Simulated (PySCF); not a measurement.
PySCF input file for Si(OH)(OMe) (CH4O2Si), SMILES CO[Si]O (connectivity only; charge and spin as stated), neutral, multiplicity 1, r2SCAN-D4/def2-SVP. Coordinates come from a r2SCAN-D4/def2-SVP optimisation. Other conformers were not sampled.

```python
import numpy as np
from pyscf import gto, scf, dft, df
from pyscf.hessian import thermo

mol = gto.M(
    atom='''
    Si    0.64554771   -0.61465610   -0.00000000
    O    -0.46851452   -1.85273087    0.00000000
    H    -1.39764919   -1.57202083    0.00000000
    O    -0.43095061    0.67962290   -0.00000000
    C    -0.07794172    2.04683551    0.00000000
    H    -0.49711897    2.54015265   -0.89243030
    H    -0.49711897    2.54015266    0.89243031
    H     1.01759063    2.20075154    0.00000000
    ''',
    basis='def2-SVP',
    charge=0,
    spin=0,
    max_memory=1600,
    verbose=3,
)
mf = dft.RKS(mol, xc='r2scan').density_fit(auxbasis='def2-universal-jkfit')
mf.disp = 'd4'
mf.grids.level = 4
mf.conv_tol = 1e-11
mf.max_cycle = 100
mf.kernel()

# analytic Hessian; the response equations are solved on a coarser grid
h, args, fine = mf.Hessian(), (mf.mo_energy, mf.mo_coeff, mf.mo_occ), mf.grids
h.max_memory = max(150, 2.5e-5 * df.make_auxmol(mol, mf.with_df.auxbasis).nao * mol.nelec[0] * (mol.nelec[0] + mol.nao))  # MB; small integral blocks
h1ao = h.make_h1(mf.mo_coeff, mf.mo_occ)
mf.grids = dft.Grids(mol).set(level=2).build(with_non0tab=True)
mo1, mo_e1 = h.solve_mo1(*args, h1ao)
mf.grids = fine
hess = h.hess_elec(*args, mo1, mo_e1, h1ao) + h.hess_nuc()
if mf.do_disp():
    hess += h.get_dispersion()
for i in range(mol.natm):  # the analytic DFT Hessian lacks the response of the grid: restore translational invariance
    hess[i, i] -= hess[i].sum(axis=0)
hess = (hess + hess.transpose(1, 0, 3, 2)) / 2
vib = thermo.harmonic_analysis(mol, hess, imaginary_freq=False)
thermo.dump_normal_mode(mol, vib)
th = thermo.thermo(mf, vib['freq_au'][vib['freq_au'] > 0], 298.15, 101325)
thermo.dump_thermo(mol, th)
g0 = mf.nuc_grad_method().set(verbose=0).kernel()

# dipole derivatives [dipole axis, atom, xyz] from the same response
r, irp = mol.intor('int1e_r'), mol.intor('int1e_irp').reshape(3, 3, mol.nao, mol.nao)
sl, dm0, ok = mol.aoslice_by_atom(), np.array(mf.make_rdm1()), []
dmu = np.einsum('a,xt->xat', mol.atom_charges(), np.eye(3))
for a, (_, _, p0, p1) in enumerate(sl):
    dmu[:, a] += 2 * np.einsum('xtij,ij->xt', irp[:, :, :, p0:p1], dm0.reshape(-1, mol.nao, mol.nao).sum(0)[:, p0:p1])
    for u, c, occ, f in [(mo1, mf.mo_coeff, mf.mo_occ, 4)]:
        dmu[:, a] -= f * np.einsum('tui,xuv,vi->xt', u[a], r, c[:, occ > 0], optimize=True)
L = vib['norm_mode']
ir = 974.8801 * (np.einsum('xat,kat->kx', dmu, L) ** 2).sum(1)       # km/mol
apt = np.einsum('xax->a', dmu) / 3
print('mode   freq/cm-1   IR/(km/mol)')
for k, w in enumerate(vib['freq_wavenumber']):
    print(f'{k + 1:4d} {w:11.2f} {ir[k]:13.3f}')
print('max |gradient| / (hartree/bohr):', abs(g0).max())
print('APT charges:', apt.round(4))
```

Output:

```
converged SCF energy = -480.129078365976

WARN: MGGA Hessian is sensitive to dft grids. grids.level 4 may not be dense enough.


WARN: DFTD4 does not support analytical Hessian, using finite difference.


WARN: Mole.unit (angstrom) is changed to Bohr

Mode                                 0                   1                   2
Irrep
Freq [cm^-1]                      125.9649            151.2405            185.1683
Reduced mass [au]                   1.1818              3.6961              3.6769
Force const [Dyne/A]                0.0110              0.0498              0.0743
Char temp [K]                     181.2355            217.6014            266.4160
Normal mode                   x     y     z       x     y     z       x     y     z
       0  Si                 0.00 -0.00 -0.06    0.00 -0.00  0.01    0.06 -0.06  0.00
       1   O                -0.00  0.00  0.06   -0.00  0.00 -0.08   -0.09  0.07  0.00
       2   H                -0.00  0.00  0.12   -0.00  0.00 -0.04   -0.03  0.25 -0.00
       3   O                 0.00 -0.00 -0.01    0.00 -0.00  0.18    0.11 -0.02 -0.00
       4   C                -0.00 -0.00  0.04   -0.00  0.00 -0.10   -0.12  0.03  0.00
       5   H                 0.45 -0.07 -0.21    0.07 -0.20 -0.25   -0.21 -0.04  0.00
       6   H                -0.45  0.07 -0.21   -0.07  0.20 -0.25   -0.21 -0.04 -0.00
       7   H                -0.00  0.00  0.57   -0.00  0.00 -0.06   -0.15  0.22 -0.00
Mode                                 3                   4                   5
Irrep
Freq [cm^-1]                      329.4914            527.3839            702.5700
Reduced mass [au]                   4.0287              1.1546              3.0398
Force const [Dyne/A]                0.2577              0.1892              0.8841
Char temp [K]                     474.0647            758.7880           1010.8417
Normal mode                   x     y     z       x     y     z       x     y     z
       0  Si                 0.06  0.03  0.00   -0.00 -0.00 -0.03    0.06 -0.06 -0.00
       1   O                -0.03  0.12 -0.00    0.00  0.00  0.08   -0.00 -0.07  0.00
       2   H                 0.04  0.35 -0.00   -0.00 -0.00 -0.93    0.14  0.46  0.00
       3   O                -0.09 -0.09  0.00   -0.00  0.00  0.03   -0.12  0.05  0.00
       4   C                 0.02 -0.12 -0.00    0.00  0.00  0.00    0.00  0.11 -0.00
       5   H                 0.07 -0.08 -0.00   -0.00 -0.01  0.00    0.07  0.16 -0.00
       6   H                 0.07 -0.08  0.00    0.00  0.01  0.00    0.07  0.16  0.00
       7   H                 0.04 -0.23 -0.00    0.00 -0.00  0.00    0.02 -0.01  0.00
Mode                                 6                   7                   8
Irrep
Freq [cm^-1]                      799.3308            884.4482           1129.5968
Reduced mass [au]                   2.1623              4.7683              4.3443
Force const [Dyne/A]                0.8140              2.1976              3.2660
Char temp [K]                    1150.0590           1272.5240           1625.2382
Normal mode                   x     y     z       x     y     z       x     y     z
       0  Si                -0.04  0.08  0.00   -0.09 -0.07  0.00    0.01 -0.02  0.00
       1   O                -0.02 -0.12  0.00    0.13  0.10 -0.00    0.00 -0.01 -0.00
       2   H                 0.18  0.62 -0.00    0.21  0.35  0.00    0.01  0.03  0.00
       3   O                 0.07 -0.02 -0.00    0.02  0.00 -0.00    0.03  0.16  0.00
       4   C                 0.01 -0.03  0.00    0.00 -0.00  0.00   -0.09 -0.15 -0.00
       5   H                -0.04 -0.09 -0.00   -0.01 -0.01  0.00    0.13  0.05 -0.01
       6   H                -0.04 -0.09  0.00   -0.01 -0.01 -0.00    0.13  0.05  0.01
       7   H                -0.00  0.02 -0.00   -0.00  0.02 -0.00   -0.05 -0.36  0.00
Mode                                 9                  10                  11
Irrep
Freq [cm^-1]                     1176.7709           1201.1695           1466.8474
Reduced mass [au]                   1.2860              1.6428              1.1352
Force const [Dyne/A]                1.0492              1.3965              1.4391
Char temp [K]                    1693.1113           1728.2155           2110.4669
Normal mode                   x     y     z       x     y     z       x     y     z
       0  Si                 0.00 -0.00 -0.00   -0.01  0.01 -0.00    0.01 -0.01 -0.00
       1   O                 0.00 -0.00  0.00   -0.00  0.00  0.00   -0.00  0.00  0.00
       2   H                 0.00  0.00 -0.01   -0.01 -0.01  0.00   -0.00 -0.02 -0.00
       3   O                -0.00  0.00 -0.05    0.06 -0.09 -0.00   -0.00  0.03 -0.00
       4   C                 0.00 -0.00  0.13   -0.09  0.10  0.00    0.02  0.09 -0.00
       5   H                -0.04 -0.55 -0.16    0.30  0.24 -0.10   -0.21 -0.45 -0.18
       6   H                 0.04  0.55 -0.16    0.30  0.24  0.10   -0.21 -0.45  0.18
       7   H                 0.00  0.00 -0.30   -0.01 -0.52 -0.00    0.09 -0.55  0.00
Mode                                12                  13                  14
Irrep
Freq [cm^-1]                     1467.2917           1480.7936           2994.9698
Reduced mass [au]                   1.0394              1.0389              1.0345
Force const [Dyne/A]                1.3184              1.3421              5.4675
Char temp [K]                    2111.1061           2130.5324           4309.0947
Normal mode                   x     y     z       x     y     z       x     y     z
       0  Si                 0.00 -0.00  0.00   -0.00  0.00  0.00   -0.00  0.00 -0.00
       1   O                -0.00  0.00 -0.00   -0.00  0.00 -0.00   -0.00 -0.00  0.00
       2   H                -0.00 -0.00  0.00   -0.00 -0.00 -0.00    0.00  0.00  0.00
       3   O                 0.00  0.00  0.01    0.01 -0.01 -0.00    0.00 -0.00  0.00
       4   C                 0.00  0.00  0.05    0.05 -0.01 -0.00   -0.03 -0.04 -0.00
       5   H                 0.43  0.23 -0.05   -0.41  0.30  0.37   -0.18  0.19 -0.37
       6   H                -0.43 -0.23 -0.05   -0.41  0.30 -0.37   -0.18  0.19  0.37
       7   H                 0.00 -0.00 -0.69    0.08 -0.40  0.00    0.74  0.09 -0.00
Mode                                15                  16                  17
Irrep
Freq [cm^-1]                     3090.0749           3112.3765           3783.6146
Reduced mass [au]                   1.1020              1.1074              1.0660
Force const [Dyne/A]                6.1995              6.3204              8.9910
Char temp [K]                    4445.9298           4478.0169           5443.7791
Normal mode                   x     y     z       x     y     z       x     y     z
       0  Si                -0.00  0.00 -0.00    0.00 -0.00 -0.00   -0.00  0.00  0.00
       1   O                 0.00 -0.00  0.00   -0.00  0.00 -0.00   -0.06  0.02 -0.00
       2   H                -0.00  0.00  0.00    0.00 -0.00 -0.00    0.93 -0.26  0.00
       3   O                -0.00 -0.00  0.00    0.00  0.00  0.00    0.00  0.00  0.00
       4   C                 0.08 -0.03 -0.00   -0.00  0.00 -0.09    0.00  0.00  0.00
       5   H                -0.19  0.22 -0.43    0.27 -0.29  0.54    0.00  0.00 -0.00
       6   H                -0.19  0.22  0.43   -0.27  0.29  0.54    0.00  0.00  0.00
       7   H                -0.60 -0.07 -0.00    0.00  0.00 -0.02   -0.00  0.00 -0.00
temperature 298.1500 [K]
pressure 101325.00 [Pa]
Rotational constants [GHz] 21.66884 3.48952 3.06403
Symmetry number 1
Zero-point energy (ZPE) 0.05606 [Eh]   147195.128 [J/mol]
                           tot       elec      trans        rot        vib
Entropy [J/mol/K]       310.803      0.000    162.778    103.525     44.500
Cv [J/mol/K]             72.729      0.000     12.472     12.472     47.786
Cp [J/mol/K]             81.044      0.000     20.786     12.472     47.786
Internal energy [J/mol]                      3718.434   3718.434 154604.697
Internal energy [Eh]   -480.06736  -480.12908
Enthalpy [J/mol]                             6197.391   3718.434 154604.697
Enthalpy [Eh]          -480.06642
Gibbs free energy [J/mol]                  -42334.883 -27147.402 141336.941
Gibbs free energy [Eh] -480.10171
mode   freq/cm-1   IR/(km/mol)
   1      125.96         0.350
   2      151.24         2.130
   3      185.17         7.781
   4      329.49        25.408
   5      527.38       149.393
   6      702.57        70.818
   7      799.33       239.475
   8      884.45        58.043
   9     1129.60       188.249
  10     1176.77         0.274
  11     1201.17        58.743
  12     1466.85         8.841
  13     1467.29         2.279
  14     1480.79         7.436
  15     2994.97        79.995
  16     3090.07        31.890
  17     3112.38        26.697
  18     3783.61        57.979
max |gradient| / (hartree/bohr): 0.00029338029622377987
APT charges: [ 0.8869 -0.7434  0.3041 -0.8916  0.5745 -0.0448 -0.0448 -0.0405]
```

The calculation finished and met its thresholds.
